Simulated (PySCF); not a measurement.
# TcO3Br, singlet: molecular constants

All numbers come from PySCF, PBE0, basis Tc def2-SVP with ECP28, O def2-SVP, Br def2-SVP (scalar-relativistic core potentials, no spin–orbit coupling, density fitting).

The structure is a minimum.

```
Point group                                                                   : C3v
Bond lengths                                                                  : Tc–Br 2.376 Å, Tc–O 1.660 Å (×3)
Bond angles                                                                   : Br–Tc–O 109.0° (×3), O–Tc–O 109.9° (×3)
Enthalpy at 298.15 K above 0 K                                                : 17.18 kJ/mol
Principal quadrupole moments (Buckingham, traceless) about the centre of mass : -1.56, -1.56, 3.12 D Å
Rotational constants                                                          : 0.1427, 0.04185, 0.04185 cm⁻¹
Heat capacity Cp at 298.15 K                                                  : 79.5 J/(mol K)
Dipole moment                                                                 : 1.47 D
Zero-point energy                                                             : 29.2 kJ/mol
Rotational symmetry number                                                    : 3
Lowest empty level                                                            : -4.07 eV
Principal polarisabilities                                                    : 47.9, 47.9, 70.7 bohr³
Highest occupied level                                                        : -9.60 eV
Entropy at 298.15 K and 1 bar                                                 : 326.4 J/(mol K)
Atomisation energy without zero-point energy                                  : 1913 kJ/mol
```

Harmonic modes (masses in u: Tc 98.907, O 15.995, Br 78.918):
```csv
symmetry,ω (cm⁻¹),"IR (km/mol, summed over degenerate members)"
e,183,2.8
a1,254,1.3
e,362,3.4
a1,384,43.3
e,1048,316
a1,1061,57.3
```

In C3v the vibrations span 3e + 3a1.

Charges (e):
```
  atom  Mulliken  Löwdin  polar tensor  Mayer order to Tc1
   Tc1      1.08    0.02          2.01                   –
O2,3,4     -0.33   -0.08         -0.57                1.89
   Br5     -0.08    0.22         -0.31                1.16
```

Mulliken populations on Tc1 (electrons outside its core potential): s 2.26, p 6.67, d 4.90, f 0.10.

Outer orbital energies (eV). occupied: -13.80, -11.65, -10.94, -10.63, -10.63, -10.25, -9.60, -9.60; empty: -4.07, -4.07, -3.40, -1.15.

Formally Tc is in oxidation state +7, d0. The polar-tensor charge on Tc, 2.01, is far below the formal one.

Stability towards spin polarisation was not tested. This need not be the most stable arrangement of these atoms.

The final relaxation and frequency run took 66 s on 2 threads of a shared Arm Neoverse V1 host, with 105 basis functions and 11 gradients; the process peaked at 1.4 GiB. Launch command: `OMP_NUM_THREADS=2 python axn.py task.json out`.
